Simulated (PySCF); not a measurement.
# Shifts of the heteroatoms

Geometry:
| atom | x (Å) | y (Å) | z (Å) |
| --- | --- | --- | --- |
| C1 | 1.468 | -1.580 | -1.021 |
| Si2 | 0.913 | -0.247 | 0.231 |
| N3 | 2.121 | -0.366 | 1.474 |
| Si4 | 0.710 | 1.970 | -0.576 |
| Si5 | -1.576 | 1.961 | -0.023 |
| Si6 | -1.429 | -0.255 | 0.765 |
| N7 | -2.520 | -1.280 | -0.115 |
| H8 | 0.861 | -1.530 | -1.921 |
| H9 | 2.504 | -1.445 | -1.316 |
| H10 | 1.370 | -2.585 | -0.618 |
| H11 | 2.425 | -1.272 | 1.796 |
| H12 | 2.080 | 0.271 | 2.252 |
| H13 | 1.513 | 3.011 | 0.081 |
| H14 | 1.015 | 2.189 | -1.999 |
| H15 | -2.510 | 2.224 | -1.129 |
| H16 | -1.981 | 2.960 | 0.978 |
| H17 | -1.827 | -0.594 | 2.147 |
| H18 | -2.594 | -1.156 | -1.111 |
| H19 | -2.555 | -2.264 | 0.099 |

[PySCF 2.14: geometry from GFN2-xTB; GIAO PBE0/pcSseg-1 shieldings; one computed conformer; no solvent model; averaged over atoms made equivalent by symmetry, fast rotation or ring inversion; non-relativistic Hamiltonian]

(1) What are the 29Si shifts?

(2) What are the 15N shifts?

Results:

(1) 
| atoms | environment | σ (ppm) | δ (ppm) |
| --- | --- | --- | --- |
| Si2 | silicon bonded to C, N, 2 Si, in a 4-membered ring | 328.9 | 9.6 |
| Si6 | silicon bonded to N, 2 Si, H, in a 4-membered ring | 348.7 | -6.6 |
| Si4 | silicon bonded to 2 Si, 2 H, in a 4-membered ring | 456.0 | -94.9 |
| Si5 | silicon bonded to 2 Si, 2 H, in a 4-membered ring | 466.7 | -103.6 |

Shieldings were converted by a linear fit to measured shifts: 29Si: δ = 279.94 − 0.822σ (rms 8.9 ppm, 72 shifts, 25.8 ppm with the 6 outliers that the fit left out vs TMS, solution or neat liquid). A few per cent of atoms miss by over 2 rms, more outside the fitted compound classes.

On a 500 MHz spectrometer 29Si resonates near 99.3 MHz, so 1 ppm is 99.3 Hz.

(2) 
```
atoms                 environment  σ (ppm)  δ (ppm)
   N3  nitrogen bonded to Si, 2 H    250.5   -378.9
   N7  nitrogen bonded to Si, 2 H    263.4   -390.8
```

Shieldings were converted by a linear fit to measured shifts: 15N: δ = -148.07 − 0.921σ (rms 6.3 ppm, 71 shifts vs CH3NO2, solution or neat liquid). A few per cent of atoms miss by over 2 rms, more outside the fitted compound classes.

On a 400 MHz spectrometer 15N resonates near 40.5 MHz, so 1 ppm is 40.5 Hz.
